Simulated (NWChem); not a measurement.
Everything below was run with NWChem. System: CHO$_{2}$, charge 0, spin multiplicity 2, at a geometry optimised with UPBE0/def2-SVP. The structure started from a generated list of species. Its SCF solution wasn't tested for a lower state. Level: UB3LYP/cc-pVTZ, VWN1-RPA local correlation.

Job file:

```
start mol
memory heap 200 mb stack 900 mb global 1100 mb
geometry units angstroms nocenter noautoz
  O     -0.945275     0.680764     0.000000
  C     -0.305506    -0.313274     0.000000
  O      0.994428    -0.492952     0.000000
  H      1.439816     0.377152     0.000000
  symmetry group Cs
end
basis spherical
  * library cc-pvtz
end
dft
  xc b3lyp
  odft
  mult 2
  semidirect memsize 60000000 filesize 0
  iterations 100
end
task dft energy
```

Output (cleaned and shortened):

```
             Northwest Computational Chemistry Package (NWChem) 7.3.0
             --------------------------------------------------------

                                NWChem Input Module
                                -------------------

 Scaling coordinates for geometry "geometry" by  1.889725989
 (inverse scale =  0.529177249)

 Turning off AUTOSYM since
 SYMMETRY directive was detected!

                             Geometry "geometry" -> ""
                             -------------------------

 Output coordinates in angstroms (scale by  1.889725989 to convert to a.u.)

  No.       Tag          Charge          X              Y              Z
 ---- ---------------- ---------- -------------- -------------- --------------
    1 O                    8.0000    -0.94527500     0.68076400     0.00000000
    2 C                    6.0000    -0.30550600    -0.31327400     0.00000000
    3 O                    8.0000     0.99442800    -0.49295200     0.00000000
    4 H                    1.0000     1.43981600     0.37715200     0.00000000

 Effective nuclear repulsion energy (a.u.)      63.5645329945

            Nuclear Dipole moment (a.u.)
            ----------------------------
        X                 Y               Z
 ---------------- ---------------- ----------------
     0.0000075589     0.0000075589     0.0000000000

      Symmetry information
      --------------------

 Group name             Cs
 Group number              2
 Group order               2
 No. of unique centers     4

      Symmetry unique atoms

     1    2    3    4


 Summary of "ao basis" -> "" (spherical)
 ------------------------------------------------------------------------------
       Tag                 Description            Shells   Functions and Types
 ---------------- ------------------------------  ------  ---------------------
 *                          cc-pvtz                   on all atoms

                                 NWChem DFT Module
                                 -----------------

 Summary of "ao basis" -> "ao basis" (spherical)
 ------------------------------------------------------------------------------
       Tag                 Description            Shells   Functions and Types
 ---------------- ------------------------------  ------  ---------------------
 O                          cc-pvtz                 10       30   4s3p2d1f
 C                          cc-pvtz                 10       30   4s3p2d1f
 H                          cc-pvtz                  6       14   3s2p1d

 Summary of "ao basis" -> "ao basis" (spherical)
 ------------------------------------------------------------------------------
       Tag                 Description            Shells   Functions and Types
 ---------------- ------------------------------  ------  ---------------------
 O                          cc-pvtz                 10       30   4s3p2d1f
 C                          cc-pvtz                 10       30   4s3p2d1f
 H                          cc-pvtz                  6       14   3s2p1d

      Symmetry analysis of basis
      --------------------------

        a'         70
        a"         34

            General Information
            -------------------
          SCF calculation type: DFT
          Wavefunction type:  spin polarized.
          No. of atoms     :     4
          No. of electrons :    23
           Alpha electrons :    12
            Beta electrons :    11
          Charge           :     0
          Spin multiplicity:     2
          Use of symmetry is: on ; symmetry adaption is: on
          Maximum number of iterations: 100
          AO basis - number of functions:   104
                     number of shells:    36
          Convergence on energy requested:  1.00D-06
          Convergence on density requested:  1.00D-05
          Convergence on gradient requested:  5.00D-04

              XC Information
              --------------
                         B3LYP Method XC Potential
                     Hartree-Fock (Exact) Exchange  0.200
                        Slater Exchange Functional  0.800 local
                    Becke 1988 Exchange Functional  0.720 non-local
              Lee-Yang-Parr Correlation Functional  0.810
                  VWN I RPA Correlation Functional  0.190 local

             Grid Information
             ----------------
          Grid used for XC integration:  medium
          Radial quadrature: Mura-Knowles
          Angular quadrature: Lebedev.
          Tag              B.-S. Rad. Rad. Pts. Rad. Cut. Ang. Pts.
          ---              ---------- --------- --------- ---------
          O                   0.60       49           8.0       434
          C                   0.70       49           8.0       434
          H                   0.35       45           7.0       434
          Grid pruning is: on
          Number of quadrature shells:   192
          Spatial weights used:  Erf1

          Convergence Information
          -----------------------
          Convergence aids based upon iterative change in
          total energy or number of iterations.
          Levelshifting, if invoked, occurs when the
          HOMO/LUMO gap drops below (HL_TOL):  1.00D-02
          DIIS, if invoked, will attempt to extrapolate
          using up to (NFOCK): 10 stored Fock matrices.

                    Damping( 0%)  Levelshifting(0.5)       DIIS
                  --------------- ------------------- ---------------
          dE  on:    start            ASAP                start
          dE off:    2 iters        100 iters           100 iters
[...]
   Bfn.  Coefficient  Atom+Function         Bfn.  Coefficient  Atom+Function
  ----- ------------  ---------------      ----- ------------  ---------------
    34      0.443302  2 C  s                 39     -0.269205  2 C  py
    64     -0.261449  3 O  s                 32      0.234620  2 C  s
     9      0.217709  1 O  py                12      0.216844  1 O  py
    36     -0.214283  2 C  py                 6      0.190484  1 O  py
    11      0.179972  1 O  px                93      0.178515  4 H  s

 Vector   13  Occ=0.000000D+00  E=-1.084595D-02  Symmetry=a"
              MO Center= -3.3D-01, -1.6D-01,  5.4D-16, r^2= 1.6D+00
   Bfn.  Coefficient  Atom+Function         Bfn.  Coefficient  Atom+Function
  ----- ------------  ---------------      ----- ------------  ---------------
    43      0.527936  2 C  pz                40      0.454059  2 C  pz
    13     -0.389645  1 O  pz                37      0.311784  2 C  pz
    73     -0.265295  3 O  pz                10     -0.255819  1 O  pz
     7     -0.225530  1 O  pz                70     -0.180807  3 O  pz
    67     -0.159856  3 O  pz                50     -0.032636  2 C  d -1

 Vector   14  Occ=0.000000D+00  E= 1.852574D-02  Symmetry=a'
              MO Center=  1.6D+00,  6.2D-01, -9.3D-16, r^2= 2.5D+00
   Bfn.  Coefficient  Atom+Function         Bfn.  Coefficient  Atom+Function
  ----- ------------  ---------------      ----- ------------  ---------------
    93      1.498885  4 H  s                 64     -0.616782  3 O  s
    34     -0.543273  2 C  s                 72     -0.419413  3 O  py
    71     -0.385322  3 O  px                92      0.314289  4 H  s
    69     -0.204591  3 O  py                41     -0.160462  2 C  px
    66     -0.144365  3 O  py                62     -0.135461  3 O  s

 Vector   15  Occ=0.000000D+00  E= 1.781444D-01  Symmetry=a'
              MO Center= -4.3D-01,  3.4D-01, -2.3D-14, r^2= 3.4D+00
   Bfn.  Coefficient  Atom+Function         Bfn.  Coefficient  Atom+Function
  ----- ------------  ---------------      ----- ------------  ---------------
    34      3.126890  2 C  s                  4     -2.551456  1 O  s
    42      1.427504  2 C  py                12      0.711056  1 O  py
    11     -0.619907  1 O  px                39      0.577346  2 C  py
    71      0.426103  3 O  px                64     -0.373188  3 O  s
    93     -0.360645  4 H  s                 41     -0.296022  2 C  px

                     DFT Final Beta Molecular Orbital Analysis
                     -----------------------------------------

 Vector    9  Occ=1.000000D+00  E=-4.774111D-01  Symmetry=a"
              MO Center=  8.4D-02, -9.5D-02, -2.4D-14, r^2= 1.5D+00
   Bfn.  Coefficient  Atom+Function         Bfn.  Coefficient  Atom+Function
  ----- ------------  ---------------      ----- ------------  ---------------
    70      0.278784  3 O  pz                67      0.233675  3 O  pz
    40      0.223517  2 C  pz                10      0.220186  1 O  pz
    73      0.189747  3 O  pz                37      0.188522  2 C  pz
     7      0.186294  1 O  pz                13      0.135119  1 O  pz
    43      0.104424  2 C  pz

 Vector   10  Occ=1.000000D+00  E=-3.674440D-01  Symmetry=a'
              MO Center= -4.3D-01,  1.5D-01,  4.8D-13, r^2= 1.7D+00
   Bfn.  Coefficient  Atom+Function         Bfn.  Coefficient  Atom+Function
  ----- ------------  ---------------      ----- ------------  ---------------
     8      0.333143  1 O  px                 5      0.278963  1 O  px
    11      0.244692  1 O  px                69     -0.193592  3 O  py
    66     -0.163756  3 O  py                72     -0.148742  3 O  py
    36      0.130423  2 C  py                39      0.127089  2 C  py
    41      0.106541  2 C  px                32     -0.100559  2 C  s

 Vector   11  Occ=1.000000D+00  E=-3.669534D-01  Symmetry=a"
              MO Center= -4.0D-03,  9.0D-02, -4.8D-13, r^2= 1.8D+00
   Bfn.  Coefficient  Atom+Function         Bfn.  Coefficient  Atom+Function
  ----- ------------  ---------------      ----- ------------  ---------------
    70     -0.315775  3 O  pz                10      0.312626  1 O  pz
    67     -0.267004  3 O  pz                 7      0.264041  1 O  pz
    73     -0.264842  3 O  pz                13      0.239556  1 O  pz
    40      0.072503  2 C  pz                37      0.062260  2 C  pz
    43      0.035514  2 C  pz                52      0.029013  2 C  d  1

 Vector   12  Occ=0.000000D+00  E=-1.089000D-01  Symmetry=a'
              MO Center= -2.5D-01, -2.9D-01,  6.2D-16, r^2= 2.1D+00
   Bfn.  Coefficient  Atom+Function         Bfn.  Coefficient  Atom+Function
  ----- ------------  ---------------      ----- ------------  ---------------
    34      0.619522  2 C  s                 64     -0.447512  3 O  s
    93      0.378151  4 H  s                 12      0.255243  1 O  py
    32      0.219499  2 C  s                 39     -0.216340  2 C  py
    36     -0.206006  2 C  py                42     -0.200849  2 C  py
     9      0.188376  1 O  py                 4     -0.185794  1 O  s

 Vector   13  Occ=0.000000D+00  E= 1.241707D-02  Symmetry=a"
              MO Center= -3.2D-01, -1.6D-01,  2.8D-15, r^2= 1.6D+00
   Bfn.  Coefficient  Atom+Function         Bfn.  Coefficient  Atom+Function
  ----- ------------  ---------------      ----- ------------  ---------------
    43      0.571430  2 C  pz                40      0.443756  2 C  pz
    13     -0.401746  1 O  pz                37      0.312292  2 C  pz
    73     -0.270791  3 O  pz                10     -0.252385  1 O  pz
     7     -0.221360  1 O  pz                70     -0.179781  3 O  pz
    67     -0.158318  3 O  pz                99     -0.030331  4 H  pz

 Vector   14  Occ=0.000000D+00  E= 3.117819D-02  Symmetry=a'
              MO Center=  1.4D+00,  5.6D-01, -5.0D-15, r^2= 2.9D+00
   Bfn.  Coefficient  Atom+Function         Bfn.  Coefficient  Atom+Function
  ----- ------------  ---------------      ----- ------------  ---------------
    93      1.506271  4 H  s                 34     -0.758495  2 C  s
    64     -0.516950  3 O  s                 71     -0.426303  3 O  px
    72     -0.420674  3 O  py                92      0.273639  4 H  s
    69     -0.197805  3 O  py                41     -0.151933  2 C  px
    66     -0.140787  3 O  py                68     -0.137667  3 O  px

   alpha - beta orbital overlaps
   -----------------------------

   alpha      1      2      3      4      5      6      7      8      9     10
    beta      1      2      3      4      5      6      7      8      9     10
 overlap   1.000  1.000  1.000  0.999  0.999  0.996  0.994  0.966  1.000  0.969

   alpha     11     12     13     14     15     16     17     18     19     20
    beta     11     12     13     14     15     16     18     17     19     20
 overlap   1.000  0.977  0.999  0.988  0.996  0.994  0.963  1.000  0.971  0.996

   alpha     21     22     23     24     25     26     27     28     29     30
    beta     21     22     23     24     25     26     27     28     29     30
 overlap   0.957  0.971  0.995  0.967  0.959  0.994  0.992  0.989  0.997  0.988

   alpha     31     32     33     34     35     36     37     38     39     40
    beta     31     32     33     34     35     36     37     38     39     40
 overlap   0.999  0.999  0.998  0.942  0.940  0.998  0.999  1.000  0.999  0.999

   alpha     41     42     43     44     45     46     47     48     49     50
    beta     41     42     44     43     45     46     47     48     49     50
 overlap   0.998  0.999  0.964  0.967  1.000  1.000  1.000  0.999  0.999  1.000

   alpha     51     52     53     54     55     56     57     58     59     60
    beta     51     52     53     54     55     56     58     57     59     60
 overlap   0.999  0.995  0.999  0.982  0.980  0.959  0.957  0.996  0.997  1.000

   alpha     61     62     63     64     65     66     67     68     69     70
    beta     61     62     63     64     65     66     67     68     69     70
 overlap   0.997  0.999  0.999  0.998  0.998  1.000  1.000  1.000  0.999  1.000

   alpha     71     72     73     74     75     76     77     78     79     80
    beta     71     72     73     74     75     76     77     78     79     80
 overlap   0.999  1.000  1.000  0.999  1.000  1.000  0.998  1.000  0.998  0.993

   alpha     81     82     83     84     85     86     87     88     89     90
    beta     81     82     83     84     85     86     87     88     89     90
 overlap   0.993  0.989  0.989  1.000  1.000  0.998  0.999  0.998  0.999  0.999

   alpha     91     92     93     94     95     96     97     98     99    100
    beta     91     92     93     94     95     96     97     98     99    100
 overlap   1.000  0.999  1.000  0.999  0.999  1.000  1.000  0.998  0.999  1.000

   alpha    101    102    103    104
    beta    101    102    103    104
 overlap   1.000  1.000  1.000  1.000

     --------------------------
     Expectation value of S2:
     --------------------------
      <S2> =      0.7531 (Exact =     0.7500)

 center of mass
 --------------
 x =  -0.06000369 y =  -0.01575479 z =   0.00000000

 moments of inertia (a.u.)
 ------------------
          45.057479766374          58.743325829211           0.000000000000
          58.743325829211         118.820949314541           0.000000000000
           0.000000000000           0.000000000000         163.878429080915

     Multipole analysis of the density
     ---------------------------------

     L   x y z        total         alpha         beta         nuclear
     -   - - -        -----         -----         ----         -------
     0   0 0 0     -0.000000    -12.000000    -11.000000     23.000000

     1   1 0 0      0.771868      0.760583      0.011278      0.000008
     1   0 1 0      0.180336      0.425035     -0.244707      0.000008
     1   0 0 1     -0.000000     -0.000000     -0.000000      0.000000

     2   2 0 0    -12.179234    -38.988964    -36.371427     63.181157
     2   1 1 0      2.241422     14.989527     15.650583    -28.398688
     2   1 0 1     -0.000000     -0.000000     -0.000000      0.000000
     2   0 2 0    -13.121652    -19.447491    -16.466899     22.792738
     2   0 1 1     -0.000000     -0.000000     -0.000000      0.000000
     2   0 0 2    -12.021162     -6.403563     -5.617599      0.000000

 Task  times  cpu:        4.7s     wall:        4.7s

 Total times  cpu:        4.7s     wall:        4.7s
```
